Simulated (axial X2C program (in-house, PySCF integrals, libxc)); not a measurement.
**Curves of SeI by EOM-IP-CCSD**

Computed with an in-house all-electron X2C program for linear molecules (integrals from PySCF): two-component X2C with atomic mean-field Coulomb and Gaunt terms, Gaussian nuclei, basis I dyall-acv3z, Se dyall-acv3z with contracted cores.

Energies in eV from the lowest point of the lowest state; states are followed by energy order within each Ω. Reference: SeI⁻, 14 electrons correlated in 92 virtual spinors with an MP2 remainder; levels at this size can be off by some tenths of an eV. Masses 126.904 and 79.917 u.

| R (Å) | (1)Ω=3/2 | (1)Ω=1/2 | (2)Ω=3/2 | (2)Ω=1/2 | (3)Ω=1/2 |
| --- | --- | --- | --- | --- | --- |
| 2.352 | 0.0932 | 0.4083 | 3.2289 | 3.6432 | 4.4122 |
| 2.455 | 0.0000 | 0.3016 | 2.8224 | 3.2477 | 4.0687 |
| 2.557 | 0.0578 | 0.3467 | 2.6002 | 3.0299 | 3.8698 |
| 2.672 | 0.2398 | 0.5151 | 2.4951 | 2.9238 | 3.7558 |
| 2.787 | 0.4983 | 0.7603 | 2.4854 | 2.9078 | 3.7122 |
| 2.941 | 0.9101 | 1.1504 | 2.5478 | 2.9586 | 3.7072 |

(1) Fit the curves (1)Ω=3/2, (1)Ω=1/2 near their minima.

For SeI⁻ at CCSD, and between the minima:

Re = 2.581 Å, ωe = 222.1 cm⁻¹; removing the electron costs 2.451 eV without zero-point terms.

No minimum in range: (3)Ω=1/2; the order of states may turn beyond it. T1 of the reference reaches 0.020 (Lee–Taylor). Curves followed by order can swap character. Number of frozen shells: I 4 s, 3 p, 2 d; Se 3 s, 2 p, 1 d. Roots with under 60 % one-particle weight at any point are counted in the labels but not shown, and the list ends where the roots sought for some Ω run out; states that need a further excitation are missing and may lie low or lowest. Curves with a minimum but no constants failed the fit check.

Results:

(1) At EOM-IP-CCSD from SeI⁻ (the fit fixes ωe to about one per cent; ωe of higher roots by this method can be off by ten per cent):

```tsv
state	Te (cm⁻¹)	Re (Å)	ωe (cm⁻¹)
(1)Ω=3/2	0	2.460	278.2
(1)Ω=1/2	2420	2.469	273.8
```
